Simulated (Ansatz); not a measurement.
CH$_{3}$O$_{2}$, charge +1, singlet, geometry from GFN2-xTB. Base run: HF/6-31G* (Ansatz, a quantum-chemistry and plane-wave program).

Geometry (Å):
```xyz
6

O     -0.9967    -0.4868    -0.0205
C      0.1626     0.5294    -0.0070
O      1.2244     0.1158     0.1124
H     -0.7036    -1.4289    -0.0520
H     -0.3019     1.5126    -0.0771
H     -1.7915    -0.2917    -0.5638
```
Charge +1, spin multiplicity 1.
All else is at Ansatz's defaults.
Base energy -189.01419 Eh.

Each row names what was changed in the base input (with any setting that the change needs).

```tsv
change	ΔE vs base (kcal/mol)
base	0.000
nuclear_model = gaussian	0.018
lower_state_search = light	0.000
lower_state_search = full	0.000
forces = on	0.000
point_charge = charge:1.0 position_ang:-0.9158, 1.7756, 4.1556	66.9
point_charge = charge:-1.0 position_ang:4.1977, 0.1607, -0.7261	-61.91
accuracy = high	-0.002
fitting.mean_field = def2-universal-JKFIT	0.083
point_charge = charge:0.5 position_ang:-2.1739, -3.4896, 2.4099	37.08
lower_state_search = off	0.000
```
